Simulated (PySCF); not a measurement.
PySCF input (M06-2X/6-31G* with LANL2DZ past Ar (5d)):

```python
from pyscf import gto, dft

mol = gto.M(
    atom='''
    F    -1.60322700   -1.30108800   -1.00970400
    Ge   -1.00695200   -0.00749100   -0.05200100
    F    -1.63756500    1.43365300   -0.73870700
    F    -1.74079200   -0.16962300    1.49115400
    I     1.45390100    0.01081600    0.07508200
    ''',
    basis={'default': '6-31g*', 'Ge': 'lanl2dz', 'I': 'lanl2dz'},
    ecp={'Ge': 'lanl2dz', 'I': 'lanl2dz'},
    charge=1,
    spin=1,
    verbose=4,
)

mf = dft.UKS(mol, xc='m062x')
mf.grids.level = 4
mf.conv_tol = 1e-9
mf.max_cycle = 100
mf.max_memory = 1500
mf.kernel()
if not mf.converged:
    mf = mf.newton()
    mf.kernel(mf.make_rdm1())
mo, _, stable, _ = mf.stability(return_status=True)
if not stable:
    mf.kernel(mf.make_rdm1(mo, mf.mo_occ))
    stable = mf.stability(return_status=True)[2]
mf.dip_moment()
```

From the output:

```

cycle= 2 E= -313.0496956085  delta_E= 0.679  |g|= 1.57  |ddm|= 2.06
  alpha nocc = 19  HOMO = -0.624529532373083  LUMO = -0.346619654427542
  beta  nocc = 18  HOMO = -0.61755032509625  LUMO = -0.532545186421682
  HOMO = -0.617550325096  LUMO = -0.532545186422  gap/eV = 2.31311
cycle= 3 E= -314.164529834635  delta_E= -1.11  |g|= 0.242  |ddm|= 1.45
  alpha nocc = 19  HOMO = -0.646383126766526  LUMO = -0.293494146268799
  beta  nocc = 18  HOMO = -0.638897352051636  LUMO = -0.518066392772795
  HOMO = -0.638897352052  LUMO = -0.518066392773  gap/eV = 3.28798
cycle= 4 E= -314.197580294083  delta_E= -0.0331  |g|= 0.0596  |ddm|= 0.263
  alpha nocc = 19  HOMO = -0.642937174027544  LUMO = -0.291389762499183
  beta  nocc = 18  HOMO = -0.634059087690449  LUMO = -0.492347481253997
  HOMO = -0.63405908769  LUMO = -0.492347481254  gap/eV = 3.85617
cycle= 5 E= -314.199388704707  delta_E= -0.00181  |g|= 0.0222  |ddm|= 0.0604
  alpha nocc = 19  HOMO = -0.643941689872122  LUMO = -0.291376130764728
  beta  nocc = 18  HOMO = -0.63470448669807  LUMO = -0.490574169180643
  HOMO = -0.634704486698  LUMO = -0.490574169181  gap/eV = 3.92199
cycle= 6 E= -314.199589699826  delta_E= -0.000201  |g|= 0.0076  |ddm|= 0.02
  alpha nocc = 19  HOMO = -0.644599381746247  LUMO = -0.290925207582415
  beta  nocc = 18  HOMO = -0.63507485602247  LUMO = -0.489872503484339
  HOMO = -0.635074856022  LUMO = -0.489872503484  gap/eV = 3.95116
cycle= 7 E= -314.199623525276  delta_E= -3.38e-05  |g|= 0.00155  |ddm|= 0.00996
  alpha nocc = 19  HOMO = -0.643644041564997  LUMO = -0.290732422136234
  beta  nocc = 18  HOMO = -0.634081103559986  LUMO = -0.489109420328329
  HOMO = -0.63408110356  LUMO = -0.489109420328  gap/eV = 3.94488
cycle= 8 E= -314.199626217976  delta_E= -2.69e-06  |g|= 0.000415  |ddm|= 0.00298
  alpha nocc = 19  HOMO = -0.643815468564782  LUMO = -0.290734500149998
  beta  nocc = 18  HOMO = -0.634248248653186  LUMO = -0.489269960163476
  HOMO = -0.634248248653  LUMO = -0.489269960163  gap/eV = 3.94506
cycle= 9 E= -314.199626462137  delta_E= -2.44e-07  |g|= 0.000107  |ddm|= 0.000917
  alpha nocc = 19  HOMO = -0.643818707298898  LUMO = -0.290736574148813
  beta  nocc = 18  HOMO = -0.634254337040925  LUMO = -0.489262583824093
  HOMO = -0.634254337041  LUMO = -0.489262583824  gap/eV = 3.94543
cycle= 10 E= -314.199626475251  delta_E= -1.31e-08  |g|= 3.4e-05  |ddm|= 0.000213
  alpha nocc = 19  HOMO = -0.643824245106273  LUMO = -0.290737697874757
  beta  nocc = 18  HOMO = -0.63426024792113  LUMO = -0.489263312721221
  HOMO = -0.634260247921  LUMO = -0.489263312721  gap/eV = 3.94557
cycle= 11 E= -314.199626476188  delta_E= -9.37e-10  |g|= 2.34e-05  |ddm|= 5.82e-05
  alpha nocc = 19  HOMO = -0.643824581536336  LUMO = -0.290738484355209
  beta  nocc = 18  HOMO = -0.634260683320147  LUMO = -0.48926367716237
  HOMO = -0.63426068332  LUMO = -0.489263677162  gap/eV = 3.94557
Extra cycle  E= -314.199626476242  delta_E= -5.43e-11  |g|= 2.91e-05  |ddm|= 3.62e-05
converged SCF energy = -314.199626476242  <S^2> = 0.75153482  2S+1 = 2.0015342
uhf_internal: lowest eigs of H = [0.00028672 0.13594117 0.23942753]
<class 'pyscf.dft.uks.UKS'> wavefunction is stable in the internal stability analysis

WARN: System has nonzero charge 1; the dipole moment is origin-dependent.
Location of origin: [0. 0. 0.]

Dipole moment(X, Y, Z, Debye):  5.51718,  0.04822,  0.26451
```

The dipole moment of an ion depends on the origin.

The geometry given is a B3LYP-D3(BJ)/def2-TZVP minimum of the species of charge 0 and multiplicity 1, not of this state.
